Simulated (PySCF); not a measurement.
# Dipole polarisabilities along group 13, charge +2

Calculated with PySCF 2.14 for the ground configurations, without spin-orbit coupling: coupled response for Hartree-Fock and DFT. Mean α in bohr³, C₆ of like pairs in atomic units.

```
                                                                                                       species  α UHF  α PBE  α PBE0  C₆ UHF  C₆ PBE  C₆ PBE0
          B(2+) [He] 2s1 (aug-cc-pCVTZ-DK with one added diffuse shell each of s, p, d, f type, spin-free X2C)  7.912  6.967   7.184   11.12   9.255    9.673
         Al(2+) [Ne] 3s1 (aug-cc-pCVTZ-DK with one added diffuse shell each of s, p, d, f type, spin-free X2C)  15.20  13.41   13.95   43.05   35.73    37.85
  In(2+) [Kr] 4d10 5s1 (aug-cc-pwCVTZ-DK3 with one added diffuse shell each of s, p, d, f type, spin-free X2C)  17.51  13.21   13.97   82.72   63.66    66.71
Tl(2+) [Xe] 4f14 5d10 6s1 (aug-cc-pwCVTZ-DK3 with one added diffuse shell each of s, d, f type, spin-free X2C)  14.58    n/a     n/a   89.02     n/a      n/a
```
